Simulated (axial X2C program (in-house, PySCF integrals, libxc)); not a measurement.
**Which molecule has these constants?**

Calculated with an in-house relativistic program for diatomic molecules, spin-free (one-electron X2C) or two-component (2c: spin–orbit coupling with atomic mean-field Coulomb and Gaunt terms, which also bring small scalar terms), in Dyall basis sets with cores contracted in-house; open shells are unrestricted.

A two-component PBE0 calculation in a Dyall 3-zeta basis gave Re = 1.704 Å, ωe = 821.8 cm⁻¹, Ω = 0.

Question: Which molecule is it?
A. GaS⁻
B. GaO⁻
C. GaSe⁻
D. GaTe⁻

Answer: B. The others have GaTe⁻ 2.480 Å and 249.7 cm⁻¹ (Ω = 0); GaS⁻ 2.127 Å and 450.1 cm⁻¹ (Ω = 0); GaSe⁻ 2.256 Å and 315.8 cm⁻¹ (Ω = 0).

Each entry is the lowest single determinant of a limited PBE0 search at one distance. De goes to single-determinant-based atoms at the same level (for ions the charge split of lowest energy) and is withheld (n/a) where an atom does not fit its ground term or J level. Main or longest-lived isotopes. The functionals have no current term, which raises determinants with orbital currents.
